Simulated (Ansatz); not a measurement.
Geometry optimisation, Ansatz 0.2.0, RKS PBE/def2-SVP.

Input file:

```yaml
crystal:
  periodic: [false, false, false]
  atoms:
    - { symbol: Si, position_ang: [0.2356, -1.25109, 0.24809] }
    - { symbol: Se, position_ang: [0.85404, 1.16287, -0.01344] }
    - { symbol: H, position_ang: [-0.95412, -1.01607, 1.10856] }
    - { symbol: H, position_ang: [-0.52215, -1.35835, -1.02687] }
    - { symbol: H, position_ang: [1.89827, 2.11457, 0.04553] }
total_charge: -1
basis:
  gaussian: { orbitals: def2-SVP }
hamiltonian:
  xc: pbe
relax:
  f_tol: 0.015
  max_steps: 40
output:
  orbitals: {}
```

Command:

```bash
$ ansatz run input.yaml --threads 1 --pin off --max-ram 2048MiB --backend cpu --events-out ev --progress --plain --runs-dir out
```

Question: Where does it end, and by what steps?

Answer: The run converged. Limits of this set-up: an anion without diffuse functions. After 5 steps the energy has fallen by 1.187 eV; H5 moved furthest, 0.55 Å.

```tsv
step	energy less start (eV)	largest force component (eV/Å)	accepted
0	0.0000	3.000	yes
1	-0.7340	0.953	yes
2	-0.9997	0.867	yes
3	-1.1621	0.405	yes
4	-1.1871	0.024	yes
5	-1.1872	0.002	yes
```

```xyz
5
Properties=species:S:1:pos:R:3
Si 0.424 -1.035 0.252
Se 0.462 1.398 -0.131
H -0.865 -0.970 1.136
H -0.426 -1.317 -1.031
H 1.916 1.574 0.136
```

Whether the end is a true minimum wasn't checked by a vibrational analysis.

Run time: 16 s on 1 thread of Intel(R) Xeon(R) Processor @ 2.50GHz (Skylake/Cascade Lake), on a shared host, peak memory 0.12 GiB.
